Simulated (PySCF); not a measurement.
C₇H₇BrSe.
Atom-mapped SMILES: `[CH3:1][Se:2][c:3]1[cH:4][cH:5][c:6]([Br:7])[cH:8][cH:9]1` (hydrogens: H10, H11, H12 on C1; H13 on C4; H14 on C5; H15 on C8; H16 on C9)

Level of theory: PBE0-D3(BJ)/def2-SVP geometry optimisation, gas phase in PySCF 2.14.0.

Task: What internal coordinates does the optimisation give?

Result: 
```json
{"bond": "C1–Se2", "length (bohr)": "3.655"}
{"bond": "Se2–C3", "length (bohr)": "3.592"}
{"bond": "C3–C4, C3–C9", "length (bohr)": "2.646"}
{"bond": "C4–C5, C8–C9", "length (bohr)": "2.630"}
{"bond": "C5–C6, C6–C8", "length (bohr)": "2.633"}
{"bond": "C6–Br7", "length (bohr)": "3.566"}
{"bond": "C1–H10, C1–H11, C1–H12", "length (bohr)": "2.076"}
{"bond": "C4–H13, C9–H16", "length (bohr)": "2.064"}
{"bond": "C5–H14, C8–H15", "length (bohr)": "2.062"}
```

Bonds in one row agree within 0.02 bohr and their mean is given. A selection of angles:
```json
{"angle": "Se2–C1–H10", "degrees": "105.8"}
{"angle": "Se2–C1–H11", "degrees": "111.0"}
{"angle": "H10–C1–H11", "degrees": "109.1"}
{"angle": "H11–C1–H12", "degrees": "110.7"}
{"angle": "C1–Se2–C3", "degrees": "100.3"}
{"angle": "Se2–C3–C4", "degrees": "124.0"}
{"angle": "Se2–C3–C9", "degrees": "117.1"}
{"angle": "C4–C3–C9", "degrees": "118.9"}
{"angle": "C3–C4–C5", "degrees": "120.5"}
{"angle": "C3–C4–H13", "degrees": "120.9"}
{"angle": "C5–C4–H13", "degrees": "118.5"}
{"angle": "C4–C5–C6", "degrees": "119.8"}
{"angle": "C4–C5–H14", "degrees": "120.1"}
{"angle": "C6–C5–H14", "degrees": "120.1"}
{"angle": "C5–C6–Br7", "degrees": "119.9"}
{"angle": "C5–C6–C8", "degrees": "120.3"}
{"angle": "C3–C9–H16", "degrees": "120.1"}
```

Torsions: C1–Se2–C3–C4 3° (synperiplanar). The mirror-image conformer, all signs reversed, is as good.

Se2 (selenium bonded to 2 C) is bent (angle 100.3°). The C–Se distances run from 1.901 Å (Se2–C3, drawn single) to 1.934 Å (C1–Se2, drawn single), a spread of 0.033 Å. The 6-membered ring C3–C4–C5–C6–C8–C9 has internal angles of 118.9° to 120.8°; it is planar, 0.00 Å rms from its mean plane, widest ring torsion 0°. Of the pairs four or more bonds apart, C1···H13 is among the closest relative to their van der Waals radii: 2.58 Å, 89 % of the sum of Bondi's values.

Point group: near Cs, missed by 0.10 Å at most; the miss may be what the optimiser left on a soft mode. PBE0-D3(BJ)/def2-SVP frequencies: not computed here. One conformer, not necessarily the lowest.
